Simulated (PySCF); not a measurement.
**Correlation energy of Sc²⁺ (scandium, charge +2)**

[Ar] 4s1, 2S determinant (an excited configuration). Computed with PySCF 2.14 in x2c-QZVPPall with one added diffuse shell each of s, p, d, f, g type (12s8p6d4f3g, 121 functions), with scalar relativity by spin-free X2C-1e. Frozen: [Ne]; 9 electrons correlated.

MP2 pair energies summed by pair of shells (mhartree):

```
 pair   energy  share (%)
3p-3p  -160.32       70.3
3s-3p   -35.80       15.7
3p-4s   -22.11        9.7
3s-3s    -8.20        3.6
3s-4s    -1.46        0.6
```

Total MP2 correlation energy: -227.89 mhartree.

Same-spin part -62.70 and opposite-spin part -165.19 mhartree; SCS-MP2 scales them by 1/3 and 6/5 to -219.13 mhartree.

This basis was not built for core-valence correlation, so the inner-shell part is incomplete.
